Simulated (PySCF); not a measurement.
4-chlorobut-1-ene (C4H7Cl), SMILES C=CCCCl.

Geometry: PBE0-D3(BJ)/def2-SVP. One conformer was computed; it need not be the lowest.

The numbers are results of HF/def2-TZVP run with PySCF, not measurements.

Isolated molecule, no solvent.

Computed frontier levels, gap, dipole moment and polarisability:
The highest occupied level comes out as -10.18 eV and the lowest empty level comes out as 3.53 eV. The orbital gap is 13.71 eV. The dipole moment comes out as 2.09 D and the quadrupole, principal values (traceless, Buckingham form, about the centre of nuclear charge) is -4.77, 0.14, 4.64 D·Å. The mean static polarisability is 59.9 bohr³ (8.87 Å³). The polarisability, principal values comes out as 45.2, 52.1, 82.4 bohr³.
